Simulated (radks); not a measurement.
Values are calculated unless marked as measured or tabulated.
Question: The ruthenium ion Ru33+, configuration [Ne] 3s1. Level of theory: non-relativistic Kohn-Sham, TPSS, spin-polarised, spherical densities, point nucleus; open shells are filled with parallel spins first (spin-orbit coupling, left out, can overturn this in heavy ions); meta-GGA in the generalised Kohn-Sham scheme; relativity is left out, which matters for an element this heavy (a radial shooting solver on a logarithmic mesh with Libxc functionals). Some entries of the table are withheld. Estimate them.

| orbital | occ. | eigenvalue (eV) | r(max) (bohr) |
|---|---|---|---|
| 1s up | 1 | -23227.10 | (1) |
| 1s down | 1 | -23225.25 | (2) |
| 2s up | 1 | (3) | 0.1264 |
| 2s down | 1 | (4) | 0.1264 |
| 2p up | 3 | -4572.075 | 0.09920 |
| 2p down | 3 | -4569.866 | 0.09920 |
| 3s up | 1 | -1941.324 | 0.3375 |
| 3s down | 0 | -1926.328 | 0.3368 |

Answer: 
(1) 1s up r(max) (bohr): 0.02290
(2) 1s down r(max) (bohr): 0.02290
(3) 2s up eigenvalue (eV): -4776.227
(4) 2s down eigenvalue (eV): -4773.683
